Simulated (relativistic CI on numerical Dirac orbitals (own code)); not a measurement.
# Cu³⁺ in a cubic cluster: 2p photoemission with charge transfer

Computed with a charge-transfer multiplet model of a cubic metal-ligand cluster with up to 2 ligand holes, Slater and spin-orbit integrals from Dirac-Coulomb-Breit ions, Slater integrals scaled by 0.8. The parameters are those of a tetrahedral site (10Dq negative, t2 hopping the larger). The ground state mixes d8 with configurations of k ligand holes L, whose averages lie at kΔ + k(k − 1)U_dd/2; a core hole lowers each added d electron by U_cd. 300 K, Lorentzian 0.6 eV and Gaussian 0.8 eV FWHM.

Atomic integrals in eV (Slater integrals scaled, ζ unscaled), ground: F2dd 11.066, F4dd 6.905, zeta_d 0.110; with the core hole: F2dd 12.413, F4dd 7.786, zeta_d 0.150, zeta_core 13.370, F2cd 7.564, G1cd 5.867, G3cd 3.340.

Cluster parameters (eV): Δ = -1, U_dd = 6.4, U_cd = 8.3, 10Dq = -0.4, 10Dq(ligand) = 0, final-state hopping factor = 1.

Weights, n_d and S are thermal averages at 300 K. Binding energies count from the first peak over 30 % of the highest in each spectrum, which can be another peak from case to case. The parameters are a model scan and need not match a compound or its usual spin state. Peaks in eV (height, largest 100): 0.0 (100), 9.3 (21), 10.6 (19), 20.6 (58), 30.1 (19).

**Question.** Which parameters give this spectrum?
A. V(eg) = 1.92 eV, V(t2g) = -3.27 eV
B. V(eg) = 1.32 eV, V(t2g) = -2.25 eV
C. V(eg) = 0.72 eV, V(t2g) = -1.23 eV
D. V(eg) = 2.22 eV, V(t2g) = -3.78 eV
E. V(eg) = 1.62 eV, V(t2g) = -2.76 eV

**Answer.** D. V(eg) = 2.22 eV, V(t2g) = -3.78 eV; the ground state then has 8.72 d electrons and S = 1.00. The choice follows from running the model for each set and comparing peak positions and heights.
